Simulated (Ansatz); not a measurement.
Cost and result for the atomization energy of CH₇AlOSi₂ (12 atoms, 12 bonds).

```xyz
12

Si    0.0471   -0.5024    1.6737
C    -0.4349    0.4911    0.1848
Al   -1.1817   -0.5453   -1.3102
O     0.2100   -0.1841   -2.2709
Si    0.9165    0.7714   -1.1013
H    -1.1327   -0.8397    2.5181
H     0.6551   -1.7894    1.2211
H     1.0443    0.1839    2.5414
H    -0.9862    1.3849    0.4899
H    -2.4380   -1.4058   -1.7029
H     2.2522    0.2479   -0.7098
H     1.0484    2.1875   -1.5341
```

Total charge 0; spin multiplicity 1. The geometry is a stationary point of PBE0-D4/def2-TZVP. Program: Ansatz. All runs use 4 threads of an Arm Neoverse V1 on a shared host. Times are those of one run each, without the atoms' runs, and a repeat can differ threefold. Electronic energies, without spin–orbit coupling; frozen cores. CCSD(T)/CBS adds CCSD(T) − MP2 in def2-TZVPP to the MP2 limit, and its time is that of the two runs behind it. T1 = 0.013. B3LYP takes the VWN-RPA correlation (the form of Gaussian; ORCA's B3LYP/G).

CCSD(T)/CBS is a level of theory with its own doubt, some kJ/mol a heavy atom from the limit and from the frozen cores, so smaller differences don't rank the functionals.

```
                             level  functions  wall time  atomization (kcal/mol)  difference from CCSD(T)/CBS  per bond
   PBE-D4/def2-TZVPP (with forces)        286      4.1 s                   982.3                         -6.4      -0.5
                PBE0-D4/def2-TZVPP        286        5 s                   975.1                        -13.6      -1.1
r2SCAN-D4/def2-TZVPP (with forces)        286      8.5 s                   988.4                         -0.3       0.0
 B3LYP-D4/def2-TZVPP (with forces)        286      8.5 s                   979.9                         -8.8      -0.7
                 B2PLYP/def2-TZVPP        286        9 s                   971.0                        -17.7      -1.5
                ωB97X-V/def2-TZVPP        286       14 s                   992.3                          3.6       0.3
  ωB97M-V/def2-TZVPP (with forces)        286       20 s                   988.6                         -0.1       0.0
                    MP2/def2-QZVPP        534       36 s                   989.9                          1.2       0.1
                CCSD(T)/def2-TZVPP        286      4 min                   961.7                        -27.0      -2.2
                 CCSD(T)/CBS(def2)          –    4.6 min                   988.7                          0.0       0.0
```

The D4 term adds +12.5 kcal/mol with B3LYP and +6.6 kcal/mol with PBE0; it sums over pairs of atoms, weighted by their polarisabilities, and B3LYP, whose exchange is more repulsive, gets the larger term. In def2-TZVPP, CCSD(T) changes the Hartree–Fock value by +223.2 kcal/mol (the triples alone add +12.5 kcal/mol) and MP2 by +235.1 kcal/mol; breaking electron pairs costs correlation energy, which Hartree–Fock lacks. From PBE to PBE0 (25 % exact exchange), in def2-TZVPP and without D4, the atomization energy moves by −6.1 kcal/mol: exact exchange takes away binding that semilocal exchange gives to molecules.
